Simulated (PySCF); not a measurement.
## Trend along the second period: MNa cations

MP2 with double-zeta basis sets in PySCF, for the lowest determinant that a PBE0 search found; no spin–orbit coupling. De refers to high-spin ground-configuration atoms (the charge goes to the atom of lower measured ionisation energy or higher electron affinity, which is not always the lowest computed limit).

```
 M        basis  reference, frozen orbitals  charged atom  state (unpaired electrons)  Re (Å)  ωe (cm⁻¹)  De (eV)
Li  aug-pcseg-1                      UHF, 1           Na+               doublet (σ ↑)   3.451        182     0.85
Be      cc-pVDZ                      RHF, 1           Na+      singlet (closed shell)   3.059        185     0.36
 B  aug-pcseg-1                      UHF, 2           Na+               doublet (σ ↑)   2.973        179     0.49
 C  aug-cc-pVDZ                      UHF, 2           Na+          triplet (σ ↑, π ↑)   2.778        167     0.27
 N     def2-SVP                      UHF, 2           Na+         quartet (σ ↑, π ↑↑)   2.726        133     0.14
 F     def2-SVP                      UHF, 2           Na+               doublet (π ↑)   2.473        149     0.24
```

The shortest bond is that of NaF⁺ (2.473 Å), the longest that of NaLi⁺ (3.451 Å).

The rows differ in basis set, which adds steps of its own.

The state changes along the series, so neighbouring rows are not always alike in their bonding.

Correlated steps freeze the inner cores (1 to 2 orbitals); shallow outer-core shells are correlated. Weak bonds: NaBe⁺, NaB⁺, NaC⁺, NaF⁺, NaN⁺. Basis-set superposition, not corrected here, can be much of De in a small basis, most of all at correlated wavefunction levels. For an ion De counts to the pair picked by the measured ionisation energies or electron affinities, which need not be the lowest pair at this level. States were picked by a PBE0 search and need not be the measured ground states.
